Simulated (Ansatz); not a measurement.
`BB1C=C1` + `CC(N)F` → `BNC(C)F` + `B1C=C1` at 500 K and 1 bar (cleavage of the B–B bond).

Isolated molecules relaxed with PBE0-D4/def2-TZVP in Ansatz; ΔE leaves out vibrations. CBS: MP2 limit from def2 TZ/QZ plus the TZ coupled-cluster correction, frozen cores. This one scheme is used for every species. Each species was taken in one conformer, which may not be the lowest.

```csv
species,CCSD(T)/CBS energy (Eh),H − E (kJ/mol),S (J/(mol·K))
`BB1C=C1`,-128.00789,175.1,324.3
`CC(N)F`,-234.21706,259.5,336.9
`BNC(C)F`,-259.64176,299.1,377.3
`B1C=C1`,-102.63332,133.7,271.4
```

H − E and S are ideal-gas, rigid-rotor, harmonic terms from PBE0-D4/def2-TZVP, for one conformer and one mirror image of each species. 1 Eh = 2625.50 kJ/mol, R = 8.31446 J/(mol·K).

Question: By hand: ΔE, ΔH, ΔS and ΔG.

Answer: ΔE = (-259.64176) + (-102.63332) − (-128.00789) − (-234.21706) = -0.05013 Eh = -131.6 kJ/mol. Δ(H − E) = 299.1 + 133.7 − 175.1 − 259.5 = -1.8, so ΔH = -133.4 kJ/mol. ΔS = 377.3 + 271.4 − 324.3 − 336.9 = -12.5 J/(mol·K). ΔG = -133.4 − 500 × (-12.5)/1000 = -127.2 kJ/mol.

Question: By hand: the equilibrium constant, and the temperature at which ΔG would vanish if ΔH and ΔS stayed fixed.

Answer: log₁₀ K = −ΔG/(RT ln 10) = 13.3. ΔG = 0 at ΔH/ΔS = 10672 K, far beyond where these terms or the molecules hold.

The number of gas molecules stays the same, so ΔS is small and ΔH decides. A doubt of 5 kJ/mol in ΔE shifts log₁₀ K by 0.5 here. Other conformers and mirror images would add mixing entropy, several J/(mol·K) or more a flexible species. These are equilibria of isolated gas molecules and say nothing of rates. Largest T1 diagnostic: 0.013 (customary marks: 0.02 for closed shells, 0.045 for open ones).
